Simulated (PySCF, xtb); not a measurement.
1,3-azasiletidine (C₂H₇NSi), SMILES C1NC[SiH2]1.

GFN2-xTB (xtb) at its own geometry gives an orbital gap of 3.63 eV and a dipole moment of 1.32 D.

Geometry optimised at PBE-D3(BJ)/def2-SVP.

What does PySCF with PBE/def2-TZVP give? (Estimate from the structure and the level; the computed values follow.)

gap 4.48 eV (levels -5.12 and -0.64 eV), dipole 1.00 D.
